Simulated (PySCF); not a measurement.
H3TeN, singlet: computed properties

Computed with PBE0/[Te def2-TZVP with ECP28, N def2-TZVP, H def2-TZVP], scalar-relativistic core potentials, density fitting, no spin–orbit coupling, PySCF.

The structure is a minimum.

```xyz
5
charge 0 multiplicity 1, angstrom
Te    0.1326    0.0000   -0.0756
N    -1.4407    0.0000    0.8218
H     0.6234    1.2288   -1.1724
H     0.6234   -1.2288   -1.1724
H     1.6780    0.0000    0.6764
```

* Point group: C3v
* Bond lengths: Te–H 1.719 Å (×3), Te–N 1.811 Å
* Bond angles: H–Te–H 91.3° (×3), H–Te–N 124.4° (×3)
* Lowest empty level: -1.88 eV
* Heat capacity Cp at 298.15 K: 54.8 J/(mol K)
* Dipole moment: 4.73 D
* Principal quadrupole moments (Buckingham, traceless) about the centre of mass: -7.82, 3.91, 3.91 D Å
* Enthalpy at 298.15 K above 0 K: 12.13 kJ/mol
* Rotational symmetry number: 3
* Entropy at 298.15 K and 1 bar: 260.6 J/(mol K)
* Atomisation energy without zero-point energy: 684 kJ/mol
* Principal polarisabilities: 43.3, 43.3, 66.1 bohr³
* Highest occupied level: -6.49 eV
* Zero-point energy: 58.6 kJ/mol
* Rotational constants: 2.769, 0.3483, 0.3483 cm⁻¹

Harmonic modes (masses in u: Te 129.906, N 14.003, H 1.008):
```
symmetry  ω (cm⁻¹)  IR (km/mol, summed over degenerate members)  μ (u)     type
       e       413                                          1.5   1.17     bend
       e       836                                         51.6   1.01     bend
      a1       864                                          4.3   2.47     bend
      a1       931                                          119   1.57     bend
       e      1797                                          520   1.02  stretch
      a1      1906                                          235   1.01  stretch
```

In C3v the vibrations span 3e + 3a1.

Charges (e):
| atom | Mulliken | Löwdin | polar tensor | Mayer order to Te1 |
| --- | --- | --- | --- | --- |
| Te1 | 0.54 | 0.76 | 1.22 | – |
| N2 | -0.60 | -0.67 | -0.51 | 2.22 |
| H3,4,5 | 0.02 | -0.03 | -0.24 | 0.76 |

Mulliken populations on Te1 (electrons outside its core potential): s 3.66, p 9.17, d 10.58, f 0.06.

Counting electrons, tellurium keeps none of its valence electrons outside its bonds, so the VSEPR class is AX4 and the expected shape is tetrahedral; with unlike ligands the computed point group is C3v.

This need not be the most stable arrangement of these atoms.

The final relaxation and frequency run took 33 s on 2 threads of a shared Arm Neoverse V2 host, with 99 basis functions and 11 gradients; the process peaked at 1.3 GiB. Launch command: `OMP_NUM_THREADS=2 python axn.py task.json out`.
